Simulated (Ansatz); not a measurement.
System: CH7O3Si, charge 1, multiplicity 1. It need not be the lowest isomer of its formula. 
Coordinates optimised at B3LYP-D3(BJ)/def2-TZVP (Ansatz, a quantum-chemistry and plane-wave program):
SMILES: C[Si](O)(O)[OH2+]
```xyz
12

Si    -0.0122     0.1641     0.1081
C     -1.8140     0.4622     0.1684
O      0.2890    -1.3499    -0.8754
O      0.8801     1.1096    -0.8379
O      0.7057    -0.4098     1.4271
H     -2.3347    -0.3726     0.6400
H     -2.2223     0.6116    -0.8324
H     -2.0268     1.3611     0.7532
H      0.7410    -1.2401    -1.7305
H      0.7398     2.0467    -1.0004
H      0.5221    -0.1531     2.3352
H      0.6366    -2.1245    -0.3992
```
Charge +1, spin multiplicity 1.

Total electronic energies in hartree. Correlated levels leave the core frozen unless marked. No spin-orbit coupling. Non-relativistic. Basis-set limits of correlation are two-point, X^-3; Hartree-Fock from the larger set. [CCSD(T)-MP2]/basis is that difference in the basis named.

```json
[
 {"level": "CAM-B3LYP-D3(BJ)/def2-TZVPD", "program": "Ansatz + dftd3", "energy (Eh)": "-557.42544"},
 {"level": "CAM-B3LYP/def2-TZVPD", "program": "Ansatz", "energy (Eh)": "-557.41891"},
 {"level": "LC-wPBE-D4/def2-TZVPD", "program": "Ansatz + dftd4", "energy (Eh)": "-557.27233"},
 {"level": "B2GP-PLYP-D3(BJ)/def2-TZVPD", "program": "Ansatz + dftd3", "energy (Eh)": "-557.11789"},
 {"level": "B2PLYP-D4/def2-TZVPD", "program": "Ansatz + dftd4", "energy (Eh)": "-557.20478"},
 {"level": "PBE-QIDH/def2-TZVPD", "program": "Ansatz", "energy (Eh)": "-556.97361"},
 {"level": "MP2/cc-pV(D+d)Z", "program": "Ansatz", "energy (Eh)": "-556.19420"},
 {"level": "RI-MP2/CBS(cc-pV(T+d)Z,cc-pV(Q+d)Z)", "program": "Ansatz", "energy (Eh)": "-556.6905"},
 {"level": "RI-MP2/CBS(cc-pV(T+d)Z,cc-pV(Q+d)Z)+[CCSD(T)-MP2]/cc-pV(T+d)Z", "program": "Ansatz", "energy (Eh)": "-556.7537"}
]
```

Totals of different functionals don't rank their quality; only differences between species are comparable.
